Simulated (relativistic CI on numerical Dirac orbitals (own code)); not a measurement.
## Sr IV: computed level list

Calculated at this level of theory: Dirac-Coulomb-Breit CI, separate exchange-only KLI orbitals for each configuration, model QED (radiative potential, 1s self-energy scaled to tabulated hydrogen-like ionisation energies), valence Slater integrals scaled by 0.85, P86 correlation energy added to each configuration (own radial code, finite nucleus).

Configuration list (outside the closed core [Ar] 3d10): 4s2 4p5, 4s 4p6, 4s2 4p4 4d, 4s2 4p4 4f, 4s 4p5 4d, 4s2 4p4 5s, 4s2 4p4 5p, 4s 4p5 4f, 4s2 4p4 5d, 4s2 4p4 6s, 4s2 4p4 6p, 4s2 4p4 6d, 4s2 4p4 5f, 4p5 4d2, 4p4 4d3, 4p4 4d2 4f, 4p4 4d2 5s, 4p4 4d2 5p. Double excitations out of closed p, d and f shells are left out; levels of such configurations are missing from the list, as are those of other unlisted configurations, and high levels can miss mixing partners. These lack a partner that the ground configuration has and come out too high: 4s2 4p4 5d, 4s2 4p4 6s, 4s2 4p4 6p, 4s2 4p4 6d, 4s2 4p4 5f.

The lowest level is 4s2 4p5 2P°_3/2, with 99 % of that term; Hund's rules for 4s2 4p5 give 2P° with J = 3/2, in agreement.

| No. | Configuration | Term | J | E (eV) | % | Landé g | Lifetime (s) |
| --- | --- | --- | --- | --- | --- | --- | --- |
| 1 | 4s2 4p5 | 2P° | 3/2 | 0.0000 | 99 | 1.334 |  |
| 2 | 4s2 4p5 | 2P° | 1/2 | 1.1976 | 99 | 0.665 | 6.17e-02 |
| 3 | 4s 4p6 | 2S | 1/2 | 19.3980 | 69 | 2.003 | 2.02e-09 |
| 4 | 4p4(3P) 4d | 4D | 7/2 | 23.6667 | 93 | 1.415 |  |
| 5 | 4p4(3P) 4d | 4D | 5/2 | 23.6814 | 91 | 1.360 | 9.85e-08 |
| 6 | 4p4(3P) 4d | 4D | 3/2 | 23.7923 | 90 | 1.196 | 3.68e-07 |
| 7 | 4p4(3P) 4d | 4D | 1/2 | 23.9392 | 91 | 0.092 | 9.53e-07 |
| 8 | 4p4(3P) 4d | 4F | 9/2 | 24.8479 | 93 | 1.318 |  |
| 9 | 4p4(3P) 4d | 4F | 7/2 | 25.2851 | 80 | 1.211 | 4.60e-01 |
| 10 | 4p4(1D) 4d | 2P | 1/2 | 25.5205 | 85 | 0.736 | 1.92e-07 |
| 11 | 4p4(3P) 4d | 4F | 5/2 | 25.6464 | 95 | 1.037 | 9.57e-09 |
| 12 | 4p4(3P) 4d | 4F | 3/2 | 25.7654 | 89 | 0.463 | 3.93e-08 |
| 13 | 4p4(3P) 4d | 4P | 1/2 | 25.8918 | 91 | 2.500 | 2.76e-09 |
| 14 | 4p4(3P) 4d | 4P | 3/2 | 25.9420 | 63 | 1.522 | 4.09e-09 |
| 15 | 4p4(1D) 4d | 2D | 3/2 | 26.1624 | 71 | 0.940 | 1.73e-09 |
| 16 | 4p4(3P) 4d | 2F | 7/2 | 26.2575 | 67 | 1.119 | 8.62e-02 |
| 17 | 4p4(3P) 4d | 4P | 5/2 | 26.3899 | 85 | 1.538 | 8.69e-09 |
| 18 | 4p4(1D) 4d | 2P | 3/2 | 26.5117 | 50 | 1.347 | 1.86e-08 |
| 19 | 4p4(1D) 4d | 2D | 5/2 | 26.8115 | 65 | 1.163 | 3.04e-09 |
| 20 | 4p4(1D) 4d | 2G | 9/2 | 27.1620 | 93 | 1.127 | 5.71e-02 |
| 21 | 4p4(1D) 4d | 2G | 7/2 | 27.2020 | 75 | 0.954 | 7.03e-02 |
| 22 | 4p4(3P) 4d | 2F | 5/2 | 27.2287 | 75 | 0.946 | 7.96e-09 |
| 23 | 4p4(1D) 4d | 2F | 5/2 | 28.5832 | 93 | 0.879 | 2.74e-09 |
| 24 | 4p4(1D) 4d | 2F | 7/2 | 28.8457 | 98 | 1.143 | 2.75e-02 |
| 25 | 4p4(3P) 5s | 4P | 5/2 | 29.1540 | 94 | 1.580 | 3.47e-09 |
| 26 | 4p4(3P) 5s | 4P | 3/2 | 29.6128 | 49 | 1.497 | 1.66e-10 |
| 27 | 4p4(3P) 5s | 4P | 1/2 | 30.1919 | 94 | 2.632 | 2.37e-09 |
| 28 | 4p4(3P) 5s | 4P | 3/2 | 30.3624 | 50 | 1.522 | 1.75e-10 |
| 29 | 4p4(1S) 4d | 2D | 3/2 | 30.6422 | 92 | 0.820 | 2.11e-10 |
| 30 | 4p4(3P) 5s | 2P | 1/2 | 30.8648 | 95 | 0.723 | 7.78e-11 |
| 31 | 4p4(1S) 4d | 2D | 5/2 | 31.0615 | 92 | 1.195 | 1.58e-09 |
| 32 | 4p4(1D) 5s | 2D | 5/2 | 31.8861 | 90 | 1.220 | 6.00e-11 |
| 33 | 4p4(1D) 5s | 2D | 3/2 | 31.9489 | 90 | 0.850 | 1.27e-10 |
| 34 | 4p4(3P) 4d | 2P | 3/2 | 32.0971 | 82 | 1.266 | 1.26e-11 |
| 35 | 4p4(1D) 4d | 2P | 1/2 | 32.4774 | 84 | 0.816 | 1.22e-11 |
| 36 | 4p4(3P) 4d | 2D | 5/2 | 32.4950 | 87 | 1.199 | 1.33e-11 |
| 37 | 4p4(1D) 4d | 2S | 1/2 | 33.2236 | 55 | 1.847 | 1.02e-11 |
| 38 | 4p4(3P) 4d | 2D | 3/2 | 33.6628 | 84 | 0.842 | 1.20e-11 |
| 39 | 4p4(3P) 5p | 4P° | 5/2 | 33.8652 | 77 | 1.541 | 5.63e-10 |
| 40 | 4p4(3P) 5p | 4P° | 3/2 | 33.8825 | 68 | 1.645 | 5.90e-10 |
| 41 | 4p4(3P) 5p | 4P° | 1/2 | 34.2447 | 54 | 1.878 | 6.20e-10 |
| 42 | 4p4(3P) 5p | 4D° | 7/2 | 34.2822 | 93 | 1.410 | 5.55e-10 |
| 43 | 4p4(3P) 5p | 2D° | 5/2 | 34.3293 | 64 | 1.243 | 7.08e-10 |
| 44 | 4p4(3P) 5p | 4D° | 3/2 | 34.9131 | 33 | 1.253 | 6.53e-10 |
| 45 | 4p4(3P) 5p | 2P° | 1/2 | 34.9615 | 40 | 1.554 | 6.54e-10 |
| 46 | 4p4(1S) 5s | 2S | 1/2 | 34.9946 | 83 | 1.992 | 7.43e-10 |
| 47 | 4p4(3P) 5p | 4D° | 1/2 | 35.1345 | 82 | 0.327 | 5.88e-10 |
| 48 | 4p4(3P) 5p | 4D° | 3/2 | 35.1877 | 52 | 1.259 | 6.43e-10 |
| 49 | 4p4(3P) 5p | 4D° | 5/2 | 35.2848 | 58 | 1.349 | 6.02e-10 |
| 50 | 4p4(3P) 5p | 4S° | 3/2 | 35.5862 | 47 | 1.675 | 6.06e-10 |
| 51 | 4p4(3P) 5p | 2D° | 3/2 | 35.6677 | 61 | 1.173 | 7.11e-10 |
| 52 | 4p4(3P) 5p | 2S° | 1/2 | 35.7297 | 69 | 1.563 | 8.24e-10 |
| 53 | 4p4(1D) 5p | 2F° | 5/2 | 36.5482 | 89 | 0.895 | 6.40e-10 |
| 54 | 4p4(1D) 5p | 2F° | 7/2 | 36.7338 | 93 | 1.162 | 5.96e-10 |
| 55 | 4p4(1D) 5p | 2P° | 3/2 | 37.0184 | 72 | 1.250 | 6.34e-10 |
| 56 | 4p4(1D) 5p | 2D° | 3/2 | 37.2778 | 73 | 0.949 | 6.81e-10 |
| 57 | 4p4(1D) 5p | 2D° | 5/2 | 37.2909 | 95 | 1.202 | 6.30e-10 |
| 58 | 4p4(1D) 5p | 2P° | 1/2 | 37.6446 | 98 | 0.677 | 6.79e-10 |
| 59 | 4p4(1S) 5p | 2P° | 1/2 | 39.7903 | 92 | 0.669 | 6.75e-10 |
| 60 | 4p4(1S) 5p | 2P° | 3/2 | 39.9032 | 91 | 1.334 | 6.23e-10 |
| 61 | 4p4(3P) 5d | 4D | 7/2 | 41.1397 | 73 | 1.373 | 5.60e-10 |
| 62 | 4p4(3P) 5d | 4D | 5/2 | 41.1542 | 71 | 1.346 | 5.47e-10 |
| 63 | 4p4(3P) 5d | 4D | 3/2 | 41.2208 | 60 | 1.294 | 5.27e-10 |
| 64 | 4p4(3P) 5d | 4D | 1/2 | 41.3279 | 43 | 1.097 | 4.86e-10 |
| 65 | 4p4(3P) 5d | 4F | 9/2 | 41.3300 | 93 | 1.319 | 5.77e-10 |
| 66 | 4p4(3P) 5d | 2F | 7/2 | 41.4460 | 66 | 1.153 | 5.72e-10 |
| 67 | 4p4(3P) 5d | 4P | 1/2 | 41.6865 | 54 | 1.738 | 2.25e-10 |
| 68 | 4p4(3P) 5d | 4P | 3/2 | 41.9031 | 52 | 1.354 | 1.56e-10 |
| 69 | 4p4(3P) 4f | 4F° | 9/2 | 41.9073 | 75 | 1.318 | 2.59e-10 |
| 70 | 4p4(3P) 5d | 2F | 5/2 | 41.9185 | 31 | 1.157 | 1.85e-10 |

Energies count from the lowest computed level; ° marks odd parity; lifetimes are radiative, by E1, M1, E2 decay to levels of this space only; some are left blank where a channel outside the calculation adds to the decay or the decay crosses a small, uncertain gap. Percentages are summed over parent terms; the parents shown are those of the largest component, closed shells are left out there.

The mean weight of the leading LS term, summed over parents, in these 70 levels is 76 %, and that of the leading jj configuration (from the same eigenvectors) 64 %, so LS coupling describes them better.

Correlation outside the listed configurations is missing or only estimated: errors of thousands of cm⁻¹ between configurations and terms are usual at this charge. Rates and lifetimes follow the computed energies and can be off by large factors. The fine structure of a lone outer electron comes out too small, for d and f at times inverted, and misplaced configurations move strength between like terms. 59 of the 69 excited levels that our extract of the measured tables holds in this range could be paired (the sources list more); they are missed by 6470 cm⁻¹ on average and 28643 at most, and levels without a partner can miss by more.

LS names give the leading component of a level, which can be under half, so a name can repeat, a term be missing and a line seem to break the LS rules.
